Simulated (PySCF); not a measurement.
# P⁺ (phosphorus, charge +1): UHF calculation

Configuration: [Ne] 3s2 3p2, high-spin 3P determinant. Calculation: PySCF 2.14, in x2c-SVPall; scalar relativity by spin-free X2C-1e.

* Total energy: -341.038009 hartree
* One-electron energy: -466.6844 hartree
* Hartree (Coulomb) energy: 148.0858 hartree
* Exchange energy: -22.4394 hartree
* ⟨S²⟩: 2.0089
* ⟨L²⟩: 2.026
* Sum of ⟨r⟩: 12.14 bohr
* Sum of ⟨r²⟩: 21.23 bohr²
* Traceless quadrupole moment −½Σ⟨3z² − r²⟩ along its main axis: 2.18 e·bohr²
* Langevin diamagnetic susceptibility: -16.8 ×10⁻⁶ cm³/mol
* Time after the integrals: 0.05 s of wall time on 1 thread of Intel(R) Xeon(R) Platinum 8559C (shared host)

```
shell  electrons  mean orbital energy (hartree)  spread (hartree)  rms radius, mean of both spins (bohr)
 1s α          1                      -80.57439                 0                                  0.120
 1s β          1                      -80.55856                 0                                  0.120
 2s α          1                       -7.95921                 0                                  0.560
 2s β          1                       -7.94184                 0                                  0.560
 2p α          3                       -5.82069           0.01466                                  0.540
 2p β          3                       -5.79004           0.02016                                  0.540
 3s α          1                       -1.13940                 0                                   1.99
 3s β          1                       -0.93843                 0                                   1.99
 3p α          2                       -0.72381                 0                                   2.34
```

Densities and radii are taken from the X2C orbitals without a picture-change correction, which distorts them close to the nucleus.
